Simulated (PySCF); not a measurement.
# Trend along the chalcogens: MH anions

r²SCAN with double-zeta basis sets in PySCF, for the lowest determinant that a PBE0 search found; no spin–orbit coupling. De refers to high-spin ground-configuration atoms (the charge goes to the atom of lower measured ionisation energy or higher electron affinity, which is not always the lowest computed limit). A positive dipole points towards H; it is taken about the centre of mass and depends on that origin.

```csv
M,basis,charged atom,state (unpaired electrons),Re (Å),ωe (cm⁻¹),De (eV),μ (D)
O,aug-cc-pVDZ,O−,singlet (closed shell),0.970,3737,4.79,1.17
S,aug-cc-pVDZ/aug-cc-pV(D+d)Z,S−,singlet (closed shell),1.355,2653,3.95,0.44
Se,def2-SVPD,Se−,singlet (closed shell),1.476,2389,3.60,0.02
Te,aug-cc-pVDZ-PP/aug-cc-pVDZ,Te−,singlet (closed shell),1.675,2063,3.12,-0.36
```

The shortest bond is that of OH⁻ (0.970 Å), the longest that of TeH⁻ (1.675 Å). OH⁻ is bound most strongly (4.79 eV) and TeH⁻ least (3.12 eV).

The rows differ in basis set, which adds steps of its own.

Relativity is treated differently too: O no relativity; S no relativity; Se no relativity; Te scalar-relativistic core potentials.

Down a group bonds as a rule get longer and wavenumbers fall, partly through the reduced mass; this series shows no clear exception.

These are scalar-relativistic numbers at best; spin–orbit coupling would shift them, the dissociation energy most. For an ion De counts to the pair picked by the measured ionisation energies or electron affinities, which need not be the lowest pair at this level. The highest Kohn–Sham level is positive in some of these anions. Much of that is self-interaction error, but it also means that the finite basis helps to hold the extra electron.
